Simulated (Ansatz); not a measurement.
The cluster Te₂Pb⁺ (the lowest doublet isomer of a short search) was relaxed with PBE0-D4 (def2-SVP) in Ansatz in these states: charge +1 doublet, charge +1 quartet. The geometries follow in no particular order.

In the def2 sets Pb, Te take a core potential; there is no spin–orbit coupling.

A:

```xyz
3

Pb   -0.9444    1.2606    0.7120
Te    0.0885   -1.4697    0.6214
Te    0.8559    0.2092   -1.3333
```

B:

Cartesian coordinates in Å:
```
Pb 0.451 1.527 1.257
Te -1.370 -0.902 -0.049
Te 0.919 -0.625 -1.208
```

**Question.** Judge from the bond lengths which geometry belongs to which state (an estimate).

**Answer.** A is the charge +1 doublet (Pb1–Te2 2.921 Å, Pb1–Te3 2.921 Å, Te2–Te3 2.689 Å); B is the charge +1 quartet (Pb1–Te2 3.306 Å, Pb1–Te3 3.306 Å, Te2–Te3 2.581 Å).

At PBE0-D4/def2-TZVP a doublet lies 1.89 eV below the charge +1 quartet. These are the stationary points nearest to one start from a short search; other shapes may lie lower in each state.
